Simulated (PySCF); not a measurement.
# Calculated properties of `N#C[C@@H](F)C#CC(=O)O`

Species: C5H2FNO2.
Geometry (PBE0-D3(BJ)/def2-SVP, Å), atoms numbered from 1 in this order:
```
atom  x, y, z in Å
N1    -3.045    1.183    1.605
C2    -2.526    0.549    0.790
C3    -1.888   -0.277   -0.250
F4    -2.328    0.110   -1.483
C5    -0.433   -0.196   -0.148
C6     0.773   -0.157   -0.060
C7     2.215   -0.141    0.124
O8     2.761   -0.598    1.090
O9     2.838    0.436   -0.900
H10   -2.199   -1.326   -0.086
H11    3.788    0.408   -0.704
```

Among its groups: carboxylic acid, nitrile, alkyne and C–F bond.

PBE0-D3(BJ)/def2-SVP geometry optimisation, gas phase (PySCF):

```yaml
Point_group: C1
Rotational_constants_A_B_C: 3.460, 0.700, 0.619 GHz
```

**CAM-B3LYP/def2-SVPD ground state and vertical TDDFT (core frozen in the response) (PySCF)**

```yaml
Dipole_moment: 3.21 D
HOMO_energy: -10.52 eV
LUMO_energy: -1.07 eV
HOMO–LUMO_gap: 9.45 eV
Lowest_singlet_excitation: 5.06 eV (245 nm, f = 0.000)
Strongest_line_among_the_6_lowest_singlet_transitions: S6 at 7.47 eV (166 nm, f = 0.047)
Static_isotropic_polarisability: 70.9 au
Electronic_spatial_extent_⟨r²⟩_about_the_centre_of_nuclear_charge: 1647 bohr²
```

Monoisotopic mass from the formula: 127.0070 u.

The largest Löwdin shares of the LUMO are 0.21 on C7, 0.20 on C5, 0.18 on O8 and 0.17 on C6. The polarisability is 10.50 Å³ as a volume (1 au = 0.148185 Å³), or 1.11 au for each of the 64 electrons. S1 lies 4.39 eV below the HOMO–LUMO gap; its leading configuration is HOMO→LUMO, weight 0.92. The largest Löwdin shares of the HOMO are 0.45 on O8, 0.19 on C5, 0.18 on C6 and 0.07 on O9. In wavenumbers S1 is 40800 cm⁻¹ (1 eV = 8065.54 cm⁻¹).

One conformer stands for the species.
